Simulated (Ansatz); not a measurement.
Input for Ansatz (a quantum-chemistry and plane-wave program): R-PBE/def2-TZVPPD on ClH3O3Si (SMILES O[Si](O)(O)Cl). The basis file is the Basis Set Exchange's JSON of that set.

Ansatz 0.2 input:
```yaml
crystal:
  periodic: [false, false, false]
  atoms:
    - {symbol: Si, position_ang: [0.01849369, -0.02076139, -0.01351793]}
    - {symbol: O, position_ang: [0.91868522, 1.03821123, 0.82633646]}
    - {symbol: H, position_ang: [1.53131847, 0.70342049, 1.48597933]}
    - {symbol: O, position_ang: [-1.00603154, -0.78026411, 0.99166361]}
    - {symbol: H, position_ang: [-1.54873505, -1.49368413, 0.64666397]}
    - {symbol: O, position_ang: [-0.82505725, 0.76826635, -1.15518495]}
    - {symbol: H, position_ang: [-0.34665066, 1.19918873, -1.86791348]}
    - {symbol: Cl, position_ang: [1.25777714, -1.41457717, -0.91422702]}
basis:
  gaussian:
    orbitals: def2-TZVPPD.json
hamiltonian:
  xc: {name: PBE}
scf: {lower_state_search: off}
```

### Question
Predict the final total energy.

### Answer
-976.9492 hartree.
